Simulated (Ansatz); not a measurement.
Mulliken charges of Cl₂H₄SSi₂ (`Cl[SiH2]S[SiH2]Cl`) from r2SCAN/def2-TZVPP in Ansatz (PBE0-D4/def2-TZVP geometry).

| atom | x (Å) | y (Å) | z (Å) | charge (e) |
| --- | --- | --- | --- | --- |
| Cl1 | -2.326 | -0.081 | 0.823 | -0.234 |
| Si2 | -1.300 | 0.585 | -0.823 | 0.490 |
| S3 | 0.359 | -0.665 | -1.287 | -0.311 |
| Si4 | 1.366 | -0.706 | 0.589 | 0.490 |
| Cl5 | 1.736 | 1.181 | 1.303 | -0.234 |
| H6 | -2.187 | 0.510 | -2.004 | -0.057 |
| H7 | -0.872 | 1.969 | -0.540 | -0.044 |
| H8 | 0.571 | -1.412 | 1.613 | -0.044 |
| H9 | 2.654 | -1.381 | 0.325 | -0.057 |

Problem. By hand: the dipole of these point charges (1 e Å = 4.8032 D).

Solution. Σ q r = (0.045, -0.085, -0.163) e Å, of length 0.189 e Å = 0.91 D.

Problem. How does the dipole of the full density compare? (Estimate.)

Solution. Ansatz gave: (0.027, -0.052, -0.100) e Å, 0.56 D; the point charges give 1.62 times that, at 0° from its direction.

Point charges leave out the atoms' own dipoles, such as those of lone pairs, and Mulliken's split depends on the basis, so the two needn't agree.
